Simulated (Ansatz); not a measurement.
Ansatz (a program for electronic structure) input file for calicene (C8H6), SMILES C1=CC(=C2C=C2)C=C1, B3LYP-D3(BJ)/def2-SVP. 

Ansatz 0.2 input:
```yaml
crystal:
  periodic: [false, false, false]
  atoms:
    - {symbol: C, position_ang: [0.00000000, -0.72072833, -2.19004983]}
    - {symbol: C, position_ang: [-0.00000000, -1.16158495, -0.91360409]}
    - {symbol: C, position_ang: [0.00000000, -0.00000000, -0.04276835]}
    - {symbol: C, position_ang: [-0.00000000, -0.00000001, 1.28999438]}
    - {symbol: C, position_ang: [0.00000000, 0.66475250, 2.56818275]}
    - {symbol: C, position_ang: [0.00000000, -0.66475250, 2.56818274]}
    - {symbol: C, position_ang: [0.00000000, 1.16158495, -0.91360408]}
    - {symbol: C, position_ang: [-0.00000000, 0.72072833, -2.19004982]}
    - {symbol: H, position_ang: [0.00000000, -1.32543645, -3.07960522]}
    - {symbol: H, position_ang: [-0.00000000, -2.17778771, -0.56549008]}
    - {symbol: H, position_ang: [0.00000000, 1.57563132, 3.11624418]}
    - {symbol: H, position_ang: [0.00000000, -1.57563132, 3.11624418]}
    - {symbol: H, position_ang: [-0.00000001, 2.17778771, -0.56549008]}
    - {symbol: H, position_ang: [0.00000000, 1.32543646, -3.07960521]}
basis:
  gaussian:
    orbitals: def2-SVP
hamiltonian:
  xc: b3lyp
  dispersion: d3bj
relax: {f_tol: 0.002, max_steps: 200}
```

Log of the run:

```
WARN ansatz: RAYON_NUM_THREADS=2 ignored (pool sized by the plan → 2); use --threads N
Functional definition: B3LYP
integrals: 0.13 GiB planned
1663 factors; integrals over basis functions are off by at most 4.4e-4 eV
mean field: 0.82 GiB planned
mean field evaluation 1: about -8373.0172 eV, gradient 6.0e1 eV
mean field evaluation 2: about -8321.6284 eV, gradient 1.2e2 eV
mean field evaluation 4: about -8383.1925 eV, gradient 9.6e0 eV
mean field evaluation 8: about -8383.5997 eV, gradient 6.0e-1 eV
mean field evaluation 16: about -8383.6606 eV, gradient 1.0e-4 eV
mean field -8383.66062434 eV, -308.0938452951 hartree, gradient 1.6e-5 eV, S^2 0.000000; 0 other end points of the search recorded, 0 dependent functions left out
the calculation of the forces begins
reference -8383.66088268 eV, -308.0938547891 hartree; 27, 27 occupied and 115, 115 virtual orbitals, 1663 factors
relax step   1: F+E_penalty+E_count = -8384.28921677 eV  Δ(F+E_penalty+E_count) = +0.000e0 eV  max|allowed force component| = 1.863e0 eV/Å  Δτ_max = 0.0000 Å  (32 SCF iters, accepted)
these checks for a lower state are left out or cut short: starts, cluster_reference, orbital_swaps, neighbouring_geometries, increment
integrals: 0.13 GiB planned
1663 factors; integrals over basis functions are off by at most 4.5e-4 eV
mean field: 0.82 GiB planned
mean field -8383.74559633 eV, -308.0969679583 hartree, gradient 1.8e-5 eV, S^2 0.000000; 0 other end points of the search recorded, 0 dependent functions left out
the calculation of the forces begins
reference -8383.74585675 eV, -308.0969775285 hartree; 27, 27 occupied and 115, 115 virtual orbitals, 1663 factors
relax step   2: F+E_penalty+E_count = -8384.37256331 eV  Δ(F+E_penalty+E_count) = -8.335e-2 eV  max|allowed force component| = 6.516e-1 eV/Å  Δτ_max = 0.0264 Å  (33 SCF iters, accepted)
these checks for a lower state are left out or cut short: starts, cluster_reference, orbital_swaps, neighbouring_geometries, increment
integrals: 0.13 GiB planned
1663 factors; integrals over basis functions are off by at most 4.5e-4 eV
mean field: 0.82 GiB planned
mean field evaluation 32: about -8383.7530 eV, gradient 1.0e-4 eV
mean field -8383.75299557 eV, -308.0972398752 hartree, gradient 1.7e-5 eV, S^2 0.000000; 0 other end points of the search recorded, 0 dependent functions left out
the calculation of the forces begins
reference -8383.75325668 eV, -308.0972494710 hartree; 27, 27 occupied and 115, 115 virtual orbitals, 1663 factors
relax step   3: F+E_penalty+E_count = -8384.37951511 eV  Δ(F+E_penalty+E_count) = -6.952e-3 eV  max|allowed force component| = 8.868e-2 eV/Å  Δτ_max = 0.0094 Å  (33 SCF iters, accepted)
these checks for a lower state are left out or cut short: starts, cluster_reference, orbital_swaps, neighbouring_geometries, increment
integrals: 0.13 GiB planned
1663 factors; integrals over basis functions are off by at most 4.5e-4 eV
mean field: 0.83 GiB planned
mean field -8383.75330829 eV, -308.0972513675 hartree, gradient 1.5e-5 eV, S^2 0.000000; 0 other end points of the search recorded, 0 dependent functions left out
the calculation of the forces begins
reference -8383.75356951 eV, -308.0972609671 hartree; 27, 27 occupied and 115, 115 virtual orbitals, 1663 factors
relax step   4: F+E_penalty+E_count = -8384.37978369 eV  Δ(F+E_penalty+E_count) = -2.686e-4 eV  max|allowed force component| = 2.907e-2 eV/Å  Δτ_max = 0.0052 Å  (27 SCF iters, accepted)
these checks for a lower state are left out or cut short: starts, cluster_reference, orbital_swaps, neighbouring_geometries, increment
integrals: 0.13 GiB planned
1663 factors; integrals over basis functions are off by at most 4.5e-4 eV
mean field: 0.82 GiB planned
mean field -8383.75332439 eV, -308.0972519594 hartree, gradient 7.2e-5 eV, S^2 0.000000; 0 other end points of the search recorded, 0 dependent functions left out
the calculation of the forces begins
reference -8383.75358559 eV, -308.0972615583 hartree; 27, 27 occupied and 115, 115 virtual orbitals, 1663 factors
relax step   5: F+E_penalty+E_count = -8384.37982498 eV  Δ(F+E_penalty+E_count) = -4.129e-5 eV  max|allowed force component| = 1.401e-2 eV/Å  Δτ_max = 0.0029 Å  (23 SCF iters, accepted)
these checks for a lower state are left out or cut short: starts, cluster_reference, orbital_swaps, neighbouring_geometries, increment
integrals: 0.13 GiB planned
1663 factors; integrals over basis functions are off by at most 4.5e-4 eV
mean field: 0.82 GiB planned
mean field -8383.75335932 eV, -308.0972532431 hartree, gradient 4.0e-5 eV, S^2 0.000000; 0 other end points of the search recorded, 0 dependent functions left out
the calculation of the forces begins
reference -8383.75362053 eV, -308.0972628422 hartree; 27, 27 occupied and 115, 115 virtual orbitals, 1663 factors
relax step   6: F+E_penalty+E_count = -8384.37983588 eV  Δ(F+E_penalty+E_count) = -1.089e-5 eV  max|allowed force component| = 3.586e-3 eV/Å  Δτ_max = 0.0005 Å  (22 SCF iters, accepted)
these checks for a lower state are left out or cut short: starts, cluster_reference, orbital_swaps, neighbouring_geometries, increment
integrals: 0.13 GiB planned
1663 factors; integrals over basis functions are off by at most 4.5e-4 eV
mean field: 0.82 GiB planned
mean field -8383.75335513 eV, -308.0972530889 hartree, gradient 2.6e-5 eV, S^2 0.000000; 0 other end points of the search recorded, 0 dependent functions left out
the calculation of the forces begins
reference -8383.75361633 eV, -308.0972626879 hartree; 27, 27 occupied and 115, 115 virtual orbitals, 1663 factors
relax step   7: F+E_penalty+E_count = -8384.37983648 eV  Δ(F+E_penalty+E_count) = -6.055e-7 eV  max|allowed force component| = 7.133e-4 eV/Å  Δτ_max = 0.0001 Å  (21 SCF iters, accepted)
integrals: 0.13 GiB planned
1663 factors; integrals over basis functions are off by at most 4.5e-4 eV
mean field: 0.82 GiB planned
mean field evaluation 64: about -8383.2830 eV, gradient 9.6e0 eV
mean field -8383.75335513 eV, -308.0972530889 hartree, gradient 2.6e-5 eV, S^2 0.000000; 1 other end points of the search recorded, 0 dependent functions left out
the calculation of the forces begins
reference -8383.75361633 eV, -308.0972626879 hartree; 27, 27 occupied and 115, 115 virtual orbitals, 1663 factors
Total energy: -8384.38009769 eV, -308.1202854530 hartree
Atom 0 at     0.000000    -0.728646    -2.208500 Å, force    -0.000000    -0.000321     0.000110 eV/Å
Atom 1 at     0.000000    -1.173774    -0.913650 Å, force     0.000000     0.000013     0.000323 eV/Å
Atom 2 at     0.000000    -0.000000    -0.045876 Å, force     0.000000     0.000000    -0.000713 eV/Å
Atom 3 at    -0.000000    -0.000000     1.309580 Å, force    -0.000000     0.000000     0.000307 eV/Å
Atom 4 at    -0.000000     0.664581     2.574404 Å, force     0.000000    -0.000061     0.000137 eV/Å
Atom 5 at    -0.000000    -0.664581     2.574404 Å, force    -0.000000     0.000061     0.000137 eV/Å
Atom 6 at     0.000000     1.173774    -0.913650 Å, force    -0.000000    -0.000013     0.000323 eV/Å
Atom 7 at     0.000000     0.728646    -2.208500 Å, force     0.000000     0.000321     0.000110 eV/Å
Atom 8 at    -0.000000    -1.353318    -3.102781 Å, force     0.000000     0.000004    -0.000016 eV/Å
Atom 9 at    -0.000000    -2.207211    -0.567575 Å, force     0.000000     0.000105    -0.000264 eV/Å
Atom 10 at     0.000000     1.590694     3.145541 Å, force    -0.000000     0.000060    -0.000087 eV/Å
Atom 11 at     0.000000    -1.590694     3.145541 Å, force     0.000000    -0.000060    -0.000087 eV/Å
Atom 12 at    -0.000000     2.207211    -0.567575 Å, force     0.000000    -0.000105    -0.000264 eV/Å
Atom 13 at    -0.000000     1.353318    -3.102781 Å, force    -0.000000    -0.000004    -0.000016 eV/Å
Dipole moment:    -0.000000     0.000000     0.956106 e Å
```

The run converged.
